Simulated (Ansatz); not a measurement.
# A rate constant, worked out

An elementary step of Si2H4Cl2, singlet (Si₂H₄Cl₂ ([SiH3][SiH]([Cl])[Cl]) → SiCl₂ + SiH₄; Si–Si, Si–H broken or loosened, Si–H formed or tightened). The start structure is the reactant molecule, and the electronic barrier above it is 2.266 eV by CCSD(T) at an estimated basis limit (MP2 extrapolated from triple and quadruple zeta, plus CCSD(T) − MP2 in triple zeta). Program: Ansatz 0.2.0. Basis: def2-TZVPP and def2-QZVPP. Cores are frozen in the correlated methods. Extrapolation: Hartree–Fock as exp(−7.88 √X), correlation as X^−2.97. Harmonic wavenumbers at PBE0-D4/def2-TZVP (Ansatz 0.2.0), in cm⁻¹:

Start: 97, 106, 143, 190, 392, 499, 515, 543, 582, 762, 782, 873, 931, 932, 2224, 2239, 2243, 2248.

Saddle: 432i, 99, 160, 164, 302, 416, 508, 561, 588, 717, 869, 890, 990, 1168, 1518, 2181, 2195, 2268.

**Question.** Work out the transition-state-theory rate constant at 500 K from these numbers alone (harmonic vibrations; rotation, path degeneracy and anharmonicity left out), and the Wigner tunnelling factor. Use 1 cm⁻¹ = 1.2398 × 10⁻⁴ eV and k_B = 8.617 × 10⁻⁵ eV/K.

**Answer.** Zero-point energies, half the sums: start 16301/2 cm⁻¹ = 1.0105 eV; saddle, real modes only, 15594/2 cm⁻¹ = 0.9667 eV.
Barrier with zero-point energy: 2.266 + 0.9667 − 1.0105 = 2.2222 eV.
k_BT = 0.04309 eV, so the barrier is 51.58 k_BT.
Vibrational partition functions from the zero-point level, ln q = −Σ ln(1 − exp(−hν/k_BT)): start 6.526, saddle 5.377.
k = (k_BT/h) exp(ln q‡ − ln q) exp(−E0/k_BT), with log₁₀(k_BT/h in s⁻¹) = 13.02: log₁₀ k = 13.02 + (-1.149 − 51.58)/2.3026 = -9.88, so k ≈ 1 × 10^(-10) s⁻¹.
Wigner factor: 1 + (hν‡/k_BT)²/24 = 1 + (1.24)²/24 = 1.06. A change of 1 kcal/mol (0.043 eV) in the barrier would change k by a factor of 2.7 at this temperature.

T1 diagnostic: at most 0.013.

Losses and insertions of silylenes and their heavier kin drive the gas-phase chemistry of silicon and germanium vapour deposition.

Labels in which every atom is bracketed show which atoms are joined, not bond orders.

For scale, one of the runs: CCSD(T)/def2-TZVPP, 224 basis functions, launched by `ansatz run in.yaml --threads 4 --pin off --events-out ev --progress --plain --max-ram 9574MiB`. Time: 45 s of wall clock on 4 CPU threads of an Arm Neoverse V2; the host was shared. Peak host memory: 3.1 GiB.
